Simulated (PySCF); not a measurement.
Dissociation curve of SiS, singlet.

Calculation: CCSD(T) on UHF/cc-pVTZ, 10 core orbitals frozen (PySCF).

Relative to R = 1.97 Å, what are the energies at R = 1.45, 1.53, 1.64, 2.05 Å?

8.762 eV at 1.45 Å, 5.365 eV at 1.53 Å, 2.420 eV at 1.64 Å, 0.119 eV at 2.05 Å.

The unrestricted solution behind UCCSD(T) changes between 2.59 and 2.89 Å, which can leave a kink. The unrestricted determinant behind UCCSD(T) is spin-contaminated at 2.26 to 7.79 Å (<S²> up to 2.0, against 0.00 for a pure singlet).
